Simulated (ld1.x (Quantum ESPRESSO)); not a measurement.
# W: variants of one PAW potential

Base potential:

W (Z = 74), PAW, made with ld1.x (Quantum ESPRESSO) 7.5 (LDA (PZ), fully relativistic). Core [Kr] 4d10 4f14, reference 5s2 5p6 5d4 6s2 6p0. Waves: 5s (bound): rcut 1.35, rcutus 1.60 bohr; 6s (bound): rcut 1.35, rcutus 1.60 bohr; 5p (bound): rcut 1.65, rcutus 1.90 bohr; 6p (bound, empty): rcut 1.65, rcutus 1.90 bohr; 5d (bound): rcut 1.50, rcutus 1.90 bohr; 5d channel at 0.45 Ry: rcut 1.50, rcutus 1.90 bohr. Local part: all-electron potential smoothed inside 1.30 bohr (lloc = -1). Core correction: a·sin(br)/r model core inside 0.95 bohr. Augmentation charge: PSQ, radius 1.55 bohr.

Open shells are filled in proportion to 2j + 1 (rel_dist='average').

Cutoffs, loose and tight: the cutoffs (Ry, on a coarse ladder) from which the occupation-weighted sum of valence levels, in a spherical-Bessel basis at the reference potential, stays within 10 and 1 mRy of its value at 400 Ry. They do not see the model core or the augmentation charge, which bear on the density cutoff. Test errors are all-electron minus pseudo excitation energies from the reference, over the configurations 5s2 5p6 5d4 6s1 6p0; 5s2 5p6 5d4 6s0 6p0; 5s2 5p6 5d3 6s0 6p0; 5s2 5p6 5d3 6s2 6p0; 5s2 5p6 5d4.5 6s1.5 6p0; 5s2 5p6 5d4 6s0 6p1; 5s2 5p6 5d5 6s0 6p0. A dash means not determined; rows that change the core or the reference have their own tests.

Cutoffs are not given where the Bessel-basis levels miss the radial ones by over 6 mRy, ghosts where they miss by over 20 mRy; a channel whose overlap is not positive is not tested.

| change | outcome | bound ghosts | largest test error (meV) |
| --- | --- | --- | --- |
| base | generated | not determined | -14 |
| augmentation BESSEL, radius 1.45 bohr | generated | not determined | -13 |
| scalar-relativistic | failed: new_paw_hamiltonian: negative rho | – | – |
| local potential all-electron potential smoothed inside 1.38 bohr (lloc = -1) | generated | not determined | -14 |
| core correction a·sin(br)/r model core inside 1.02 bohr | generated | not determined | -14 |
| waves 5s (bound): rcut 1.28, rcutus 1.36 bohr; 6s (bound): rcut 1.28, rcutus 1.36 bohr | generated | not determined | -15 |
| waves 5d (bound): rcut 1.50, rcutus 2.16 bohr; 5d channel at 0.45 Ry: rcut 1.50, rcutus 2.16 bohr | generated | not determined | -14 |
| wave 5d channel at 0.45 Ry: rcut 1.50, rcutus 1.90 bohr becomes 5d channel at -0.1 Ry: rcut 1.50, rcutus 1.90 bohr | generated | not determined | -14 |
| waves 5p (bound): rcut 1.65, rcutus 1.84 bohr; 6p (bound): rcut 1.65, rcutus 1.84 bohr | failed: new_paw_hamiltonian: negative rho | – | – |
